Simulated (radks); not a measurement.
Task: Sn4-, 54 electrons, occupied as [Xe]. Calculated with a radial shooting solver on a logarithmic mesh with Libxc functionals: scalar-relativistic Kohn-Sham, PBE, spin-polarised, spherical densities, finite nucleus; Fermi nuclear charge, rms radius 4.6519 fm; Watson sphere of charge +4 and radius 4.44 bohr. Some entries of the table are withheld. Estimate them.

orbital,occ.,eigenvalue (eV),r(max) (bohr),<1/r> (bohr^-1)
1s,2,-29009.91,0.01878,(1)
2s,2,-4377.421,0.1061,12.11
2p,6,-3929.484,0.08495,11.65
3s,2,-842.7456,0.3076,4.302
3p,6,-696.3494,0.3010,4.095
3d,10,-470.9640,0.2511,3.865
4s,2,-131.4627,0.7456,1.695
4p,6,-87.2353,0.7884,(2)
4d,10,(3),0.8868,1.215
5s,2,-9.4656,2.094,0.4841
5p,6,-4.2637,3.405,0.3177

Result: 
(1) 1s <1/r> (bohr^-1): 53.08
(2) 4p <1/r> (bohr^-1): 1.538
(3) 4d eigenvalue (eV): -23.3807
